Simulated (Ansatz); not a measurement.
Reactions of C4H8N2, SMILES `CNCC=C=N`.

Calculated with Ansatz (gas phase, PBE0-D4/def2-TZVP geometries, no zero-point term in ΔE). CCSD(T)/CBS adds triple-zeta CCSD(T) − MP2 to the extrapolated MP2 energy (def2 sets, frozen cores). This one scheme is used for every species. DFT in def2-TZVPP. For Se outer-core shells are correlated without core-valence functions, which leaves a few kJ/mol of doubt a bond. Scalar relativity is left out up to krypton. Each species was taken in one conformer, which may not be the lowest.

```
                                           reaction  CCSD/CBS(def2) (kJ/mol)  PBE0-D4 (kJ/mol)
        `CNCC=C=N` + H₂O → `N=C=CO` + dimethylamine                       86                79
            `CNCC=C=N` + CH₃NH₂ → `CNCCN` + `C=C=N`                      -10                -9
           `CNCC=C=N` + H₂Se → `CNC[SeH]` + `C=C=N`                       12                13
`CNCC=C=N` + `N=CO` → `N=C=CC(=N)O` + dimethylamine                      -10               -15
```

(1) Give the CCSD(T)/CBS values in the same order. (Estimate.)

Largest T1 diagnostic: 0.015, for `N=C=CC(=N)O`.

Answers

(1) Ansatz gave: 87, -9, 12, -10 kJ/mol.
